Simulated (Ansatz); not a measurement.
Basis sets compared for In(OCMe2)H3 (C3H9InO). Total charge 0; singlet. Geometry r2SCAN-D4/def2-SVP. Ansatz on 4 threads of Arm Neoverse V2 on a shared host; times are rough, and most runs start from earlier orbitals.

```xyz
14

C     0.388    0.229   -0.495
C     1.253    0.691   -1.627
C    -0.618    1.183    0.077
In   -0.730   -1.933    1.677
O     0.508   -0.913   -0.056
H     0.616    1.008   -2.470
H     1.822    1.585   -1.318
H     1.937   -0.105   -1.944
H    -0.443    1.276    1.163
H    -1.623    0.739   -0.026
H    -0.595    2.173   -0.397
H    -2.269   -1.742    0.876
H    -0.332   -0.733    2.881
H     0.085   -3.457    1.659
```

In the def2 sets In takes a core potential; there is no spin–orbit coupling. Another isomer (singlet) lies 0.62 eV lower at PBE0-D4/def2-TZVP; other spin states weren't run for this one.

Binding counts from free atoms (C triplet, In doublet, O triplet, H doublet) in the same basis, without a counterpoise term.

```tsv
level	functions	energy (Eh)	HOMO (eV)	LUMO (eV)	binding per atom (eV)	wall time
PBE-D4/def2-SVP	127	-384.6720	-6.06	-2.61	3.70	1.2 s
PBE0-D4/def2-SVP	127	-384.6947	-7.22	-1.51	3.65	1.5 s
```

Question: Estimate the rows for PBE-D4/def2-TZVP (with forces), PBE0-D4/def2-TZVP.

Answer: 
```tsv
level	functions	energy (Eh)	HOMO (eV)	LUMO (eV)	binding per atom (eV)	wall time
PBE-D4/def2-TZVP (with forces)	228	-384.8995	-6.13	-2.72	3.67	2.5 s
PBE0-D4/def2-TZVP	228	-384.9175	-7.27	-1.59	3.61	4.5 s
```
